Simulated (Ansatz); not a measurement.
Cost and result for the atomization energy of CH8BClSi2 (`CB[SiH]([SiH3])Cl`) (13 atoms, 12 bonds).

```xyz
13

C     0.0171   -1.7969   -1.4971
B     0.0829   -1.3188   -0.0278
Si    0.9039    0.4187    0.5470
Si   -0.7631    1.9511    1.1638
Cl    2.0131    1.2998   -0.9765
H    -0.0262   -2.8820   -1.6160
H    -0.9638   -1.4259   -1.8459
H     0.7627   -1.3655   -2.1667
H    -0.4691   -1.9495    0.8331
H     1.8256    0.2331    1.7032
H    -1.5355    1.4197    2.3199
H    -1.6947    2.1629    0.0236
H    -0.1530    3.2534    1.5394
```

The species carries charge 0 and has multiplicity 1. Geometry: relaxed with PBE0-D4/def2-TZVP. It is one conformer, not always the lowest. Program: Ansatz. All runs use 4 threads of an Arm Neoverse V1 on a shared host. Times are those of one run each, without the atoms' runs, and a repeat can differ threefold. Electronic energies, without spin–orbit coupling; frozen cores. CCSD(T)/CBS adds CCSD(T) − MP2 in def2-TZVPP to the MP2 limit, and its time is that of the two runs behind it. T1 = 0.012. B3LYP takes the VWN-RPA correlation (the form of Gaussian; ORCA's B3LYP/G).

CCSD(T)/CBS is a level of theory with its own doubt, some kJ/mol a heavy atom from the limit and from the frozen cores, so smaller differences don't rank the functionals.

```tsv
level	functions	wall time
PBE-D4/def2-TZVPP (with forces)	300	3.5 s
PBE0-D4/def2-TZVPP	300	4.8 s
r2SCAN-D4/def2-TZVPP (with forces)	300	6.5 s
B3LYP-D4/def2-TZVPP (with forces)	300	7.5 s
B2PLYP/def2-TZVPP	300	8 s
ωB97X-V/def2-TZVPP	300	12 s
ωB97M-V/def2-TZVPP (with forces)	300	17 s
MP2/def2-QZVPP	564	33 s
CCSD(T)/def2-TZVPP	300	4.5 min
CCSD(T)/CBS(def2)	–	5 min
```

Q: What atomization energy does each give, and how far from CCSD(T)/CBS? (Best estimate.)

A: Computed: 
```
                             level  atomization (kJ/mol)  difference from CCSD(T)/CBS  per bond
   PBE-D4/def2-TZVPP (with forces)                4304.3                         24.4       2.0
                PBE0-D4/def2-TZVPP                4287.2                          7.3       0.6
r2SCAN-D4/def2-TZVPP (with forces)                4311.0                         31.1       2.6
 B3LYP-D4/def2-TZVPP (with forces)                4288.5                          8.6       0.7
                 B2PLYP/def2-TZVPP                4229.0                        -50.9      -4.2
                ωB97X-V/def2-TZVPP                4317.1                         37.2       3.1
  ωB97M-V/def2-TZVPP (with forces)                4298.2                         18.3       1.5
                    MP2/def2-QZVPP                4250.7                        -29.2      -2.4
                CCSD(T)/def2-TZVPP                4177.5                       -102.4      -8.5
                 CCSD(T)/CBS(def2)                4279.9                          0.0       0.0
```

The D4 term adds +50.5 kJ/mol with B3LYP and +27.1 kJ/mol with PBE0; it sums over pairs of atoms, weighted by their polarisabilities, and B3LYP, whose exchange is more repulsive, gets the larger term. From PBE to PBE0 (25 % exact exchange), in def2-TZVPP and without D4, the atomization energy moves by −12.9 kJ/mol: exact exchange takes away binding that semilocal exchange gives to molecules. In def2-TZVPP, CCSD(T) changes the Hartree–Fock value by +859.5 kJ/mol (the triples alone add +44.1 kJ/mol) and MP2 by +872.3 kJ/mol; breaking electron pairs costs correlation energy, which Hartree–Fock lacks.
